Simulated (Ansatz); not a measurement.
Job for Ansatz (a quantum-chemistry and plane-wave program): R-PBE/def2-TZVPPD on boric acid (SMILES OB(O)O) with ghost functions, monomers drawn apart or pushed together. Files ending in .json are basis or fitting sets from the Basis Set Exchange.

Ansatz 0.2 input:
```yaml
crystal:
  periodic: [false, false, false]
  atoms:
    - {symbol: O, position_ang: [-0.00238246, -0.57182165, -1.19766515]}
    - {symbol: B, position_ang: [-0.15521205, -0.19618015, 0.11023842]}
    - {symbol: O, position_ang: [-1.36114706, 0.38326404, 0.47839581]}
    - {symbol: O, position_ang: [0.87793735, -0.41176198, 0.96646611]}
    - {symbol: H, position_ang: [-0.78684169, -0.37711461, -1.71828124]}
    - {symbol: H, position_ang: [-1.39826234, 0.62138552, 1.40847667]}
    - {symbol: H, position_ang: [0.69823798, -0.11936347, 1.88130217]}
basis:
  gaussian:
    orbitals: def2-TZVPPD.json
    ghost_atoms:
      - {symbol: N, position_ang: [0.52175559, 0.56619480, 4.43711295]}
      - {symbol: H, position_ang: [0.42248215, 1.55948690, 4.61664036]}
      - {symbol: H, position_ang: [-0.19149891, 0.08327714, 4.97258844]}
      - {symbol: H, position_ang: [1.42079740, 0.28293391, 4.81347886]}
hamiltonian:
  xc: {name: PBE}
scf: {lower_state_search: off}
```

It printed:

```
WARN ansatz: RAYON_NUM_THREADS=1 ignored (pool sized by the plan → 1); use --threads N
Functional definition: PBE
these checks for a lower state are left out or cut short: stability, starts, cluster_reference, orbital_swaps, neighbouring_geometries, increment
integrals: 0.21 GiB planned
1227 factors; their error is unknown
mean field: 1.55 GiB planned
mean field evaluation 1: about -6852.4738 eV, gradient 9.4e1 eV
mean field evaluation 2: about -6802.1608 eV, gradient 1.9e2 eV
mean field evaluation 4: about -6865.8594 eV, gradient 1.3e1 eV
mean field evaluation 8: about -6866.1414 eV, gradient 2.7e-1 eV
mean field evaluation 16: about -6866.1331 eV, gradient 8.7e-5 eV
mean field -6866.13309629 eV, -252.3257372564 hartree, gradient 6.1e-6 eV, S^2 0.000000; 0 other end points of the search recorded, 0 dependent functions left out
reference -6866.13315083 eV, -252.3257392606 hartree; 16, 16 occupied and 280, 280 virtual orbitals, 1227 factors
Total energy: -6866.13315083 eV, -252.3257392606 hartree
Checks for a lower state left out: stability, starts, cluster_reference, orbital_swaps, neighbouring_geometries, increment
```

The calculation finished and met its thresholds.

Cost: about 4 core-seconds (a rough figure).
